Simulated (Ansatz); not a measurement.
`OPN[SiH3]`, relaxed with RKS PBE-D4/def2-SVP in Ansatz 0.2.0 from a rough embedded geometry. The force threshold is 0.03 eV/Å; the program also tests the step.

The species carries charge 0 and has multiplicity 1.

Start:

```xyz
10

O     2.012    1.356    0.138
P     1.348    0.070   -0.486
N    -0.149    0.503    0.109
Si   -1.409   -0.710   -0.215
H     1.672    2.189   -0.303
H     1.750   -0.866    0.481
H    -0.162    0.650    1.096
H    -0.957   -1.943    0.489
H    -1.486   -0.978   -1.684
H    -2.619   -0.271    0.373
```

(1) By how much does the energy fall, and how many steps does the optimiser take? (Estimate.)

(2) Which bonds change most? (Best estimate.)

(3) Give the relaxed structure. (An estimate is asked.)

## Answers

(1) Computed: 98.19 kJ/mol, in 17 steps.

(2) Computed: O1–P2 from 1.576 to 1.695 Å; Si4–H10 from 1.414 to 1.509 Å; P2–N3 from 1.668 to 1.728 Å; P2–H6 from 1.404 to 1.442 Å.

(3) Ansatz gave: 
```xyz
10

O     1.680    1.778   -0.061
P     1.499    0.110   -0.309
N     0.077   -0.357    0.553
Si   -1.454   -0.744   -0.224
H     1.388    2.228   -0.875
H     2.422   -0.221    0.749
H     0.065   -0.198    1.568
H    -2.043   -2.002    0.358
H    -1.144   -0.937   -1.681
H    -2.489    0.345   -0.078
```
